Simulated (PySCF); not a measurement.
**Gas-phase XPS of PAs3SSeSe nortricyclane, computed**

Compound: PAs3SSeSe nortricyclane, As₃PSSe₂.
Bonds: P1–S2, P1–Se5, P1–Se7, S2–As3, As3–As4, As3–As6, As4–Se5, As4–As6, As6–Se7.

Level of theory: delta-SCF UKS SCAN, pcX-2 on the ionised atom, pcseg-1 elsewhere, spin-free X2C in PySCF 2.14.0. Vertical ΔSCF values, vacuum level as zero.

**Question.** Give the core binding energies atom by atom.

**Answer.** 
```tsv
atom(s)	bonded to	level	binding energy (eV)	2p1/2 (eV)	count
S2	P and As	S 1s	2476.86	–	1
P1	S and 2 Se	P 1s	2151.04	–	1
P1	S and 2 Se	P 2p3/2	137.34	138.23	1
```

**Question.** Which effective nuclear charge Zeff reproduces each element's mean 1s value in the hydrogen-like formula E = 13.606 eV × Zeff²?

**Answer.** P (Z = 15): mean 2151.0 eV, Zeff = 12.57, Z − Zeff = 2.43; S (Z = 16): mean 2476.9 eV, Zeff = 13.49, Z − Zeff = 2.51. Means run over the listed sites, weighted by atom count.

**Question.** Which photon wavelength matches the P 1s of P1 threshold?

**Answer.** λ = hc/E = 12398.42 eV Å / 2151.04 eV = 5.764 Å.

Not every level is listed. Spin–orbit coupling isn't in the SCF: each 2p doublet comes from a relaxed spin-free hole plus a matrix of the shell (mean-field spin–orbit coupling and the ground-state 2p splitting), with 2p3/2 averaged over its two sublevels. 2p1/2 minus 2p3/2 (ligand field included): P 0.89 eV. No level of arsenic or selenium is listed. Isolated species at its PBE0-D3(BJ)/def2-SVP geometry (one conformer only).
